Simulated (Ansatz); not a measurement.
Stepwise reaction of `[F][Al]([O][SiH3])[O][SiH3]` with hydrogen fluoride, as a gas-phase model of exchange steps in deposition or etching. ΔE in kJ/mol.

Program: Ansatz. Geometries: PBE0-D4/def2-TZVP. ΔE: electronic, gas phase. CBS: MP2 limit from def2 TZ/QZ plus the TZ coupled-cluster correction, frozen cores. This one scheme is used for every species. DFT in def2-TZVPP. B3LYP here is the variant with VWN-RPA as its local correlation; programs differ in this. Each species was taken in one conformer, which may not be the lowest.

| step | reaction | PBE-D4 | B3LYP-D4 | ωB97M-V | CCSD(T)/CBS |
| --- | --- | --- | --- | --- | --- |
| 2 | `[F][Al]([F])[O][SiH3]` + H–F → `[F][Al]([F])[F]` + `O[SiH3]` | -21.9 | -17.0 | -19.5 | -16.8 |

Q: Give the row of step 1, `[F][Al]([O][SiH3])[O][SiH3]` + H–F → `[F][Al]([F])[O][SiH3]` + `O[SiH3]`. (An estimate is asked.)

A: Ansatz gave: 
```csv
step,reaction,PBE-D4,B3LYP-D4,ωB97M-V,CCSD(T)/CBS
1,`[F][Al]([O][SiH3])[O][SiH3]` + H–F → `[F][Al]([F])[O][SiH3]` + `O[SiH3]`,-24.1,-19.6,-22.2,-19.0
```

Q: By hand: ΔE of the 2 steps together at CCSD(T)/CBS.

A: (-19.0) + (-16.8) = -35.8 kJ/mol, or -17.9 kJ/mol a step.

In ΔE the steps differ by no more than 2.2 kJ/mol. All are downhill at CCSD(T)/CBS. PBE-D4 differs from CCSD(T)/CBS by -5.1 to -5.1 kJ/mol a step. Only this route is followed, and other bonds may react first. Isolated molecules leave out the surface, adducts and barriers. Largest T1 diagnostic: 0.013.
